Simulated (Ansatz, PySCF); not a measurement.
CH₃O₃S, SMILES CS(=O)(=O)[O-], charge -1. Atoms are numbered in the order given.

```xyz
8

O      0.0226     1.4411    -0.5361
S      0.0000     0.0000    -0.1638
O     -1.2593    -0.7010    -0.5361
O      1.2367    -0.7401    -0.5361
C      0.0000     0.0000     1.6427
H     -0.8956     0.5334     1.9851
H      0.9097     0.5089     1.9851
H     -0.0141    -1.0423     1.9851
```
Charge -1, spin multiplicity 1.

The structure is a stationary point at PBE0-D3(BJ)/def2-SVPD.

Two levels are set side by side: PBE-D3(BJ)/def2-SVPD (Ansatz, a first-principles code) and PBE0-D3(BJ)/def2-SVPD (Ansatz). Each level has its own optimised geometry; the coordinates shown are those of the second. Frequencies come from the Hessian of PySCF at each geometry. Differences are taken from unrounded values.

```csv
quantity,PBE0-D3(BJ),PBE-D3(BJ),PBE-D3(BJ) minus PBE0-D3(BJ)
mean bond length (Å),1.366,1.384,0.018
bond O1–S2 (Å),1.489,1.512,0.024
bond S2–O3 (Å),1.489,1.512,0.024
bond S2–O4 (Å),1.489,1.512,0.024
bond S2–C5 (Å),1.806,1.837,0.031
bond C5–H6 (Å),1.097,1.105,0.008
bond C5–H7 (Å),1.097,1.105,0.008
bond C5–H8 (Å),1.097,1.105,0.008
highest harmonic wavenumber (cm⁻¹),3181,3090,-91
mean harmonic wavenumber (cm⁻¹),1216,1161,-55
zero-point energy (kcal/mol),31.28,29.86,-1.42
```

GGA bonds tend to be longer and softer than those of functionals with exact exchange. Differences between two approximate levels are no errors against the true value.
